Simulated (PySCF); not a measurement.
A run for PySCF: R-MP2/6-31G* on CH3F (SMILES CF) with ghost functions, monomers drawn apart or pushed together.

```python
from pyscf import gto, scf, dft, mp
from pyscf.data.elements import chemcore

mol = gto.M(
    atom='''
    C    -0.55634926    0.81383098    5.10684149
    F    -0.17976801   -0.41487814    4.57137010
    H    -1.52749398    1.09034097    4.69590314
    H    -0.61714923    0.71543658    6.19088723
    H     0.19320452    1.55719958    4.83480395
    ghost-Si    0.12859651   -0.11517574    0.19653468
    ghost-H    0.47176160   -1.52352107    0.48203356
    ghost-H   -1.24484987    0.18356929    0.65977926
    ghost-H    0.19705063    0.11724844   -1.26637512
    ghost-H    1.08659517    0.79310306    0.86536081
    ''',
    basis='6-31g*',
    cart=True,
    charge=0, spin=0, verbose=3, max_memory=1800)
mf = scf.RHF(mol)
mf.conv_tol = 1e-8
mf.max_cycle = 100
mf.kernel()
if not mf.converged:
    mf = mf.newton().run(mf.mo_coeff, mf.mo_occ)
pt = mp.MP2(mf, frozen=chemcore(mol)).run()
```

The log:

```
converged SCF energy = -139.034467601307
E(RMP2) = -139.336648165883  E_corr = -0.302180564575507
E(SCS-RMP2) = -139.33168747647  E_corr = -0.297219875162885
```

Self-consistency was reached.

Cost: about 0.3 core-seconds (a rough figure).
